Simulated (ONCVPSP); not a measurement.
**Reading a pseudo-wave (In)**

Columns: radius, all-electron u(r) and pseudo u(r) of the 4d shell (level -19.13 eV) of indium in the configuration [Ar] 3d10 4s2 4p6 4d10 5s1.75 5p1.25; LDA (Perdew-Zunger), scalar-relativistic, ONCV scheme, ONCVPSP 4.0.1.

```csv
r (bohr),all-electron,pseudo
0.085,-0.2074,0.0036
0.170,-0.4862,0.0274
0.255,-0.4682,0.0860
0.340,-0.2282,0.1854
0.425,0.0901,0.3217
0.510,0.3928,0.4820
0.595,0.6365,0.6475
0.680,0.8104,0.7977
0.765,0.9189,0.9155
0.850,0.9742,0.9917
0.935,0.9890,1.0242
1.020,0.9750,1.0175
1.105,0.9416,0.9801
1.190,0.8959,0.9231
1.275,0.8431,0.8578
1.360,0.7869,0.7926
1.445,0.7298,0.7312
1.530,0.6736,0.6737
1.615,0.6193,0.6192
1.700,0.5677,0.5676
1.785,0.5192,0.5191
1.870,0.4739,0.4738
1.955,0.4318,0.4318
2.040,0.3930,0.3930
2.125,0.3574,0.3573
2.210,0.3247,0.3246
```

How many radial nodes do the two functions have?

The all-electron 4d function has n − l − 1 = 1; the pseudo-wave has 0, since the states of the same l below it are removed with the core.

At about which radius was the pseudo-wave matched?

1.70 bohr. The columns agree to 0.0005 from 1.53 bohr on; several derivatives are matched, so the curves merge somewhat inside the radius.

Is the pseudo-wave norm-conserving?

Yes: the ONCV scheme keeps the norm inside the radius equal to the all-electron one, which fixes the energy derivative of the logarithmic derivative at the level.
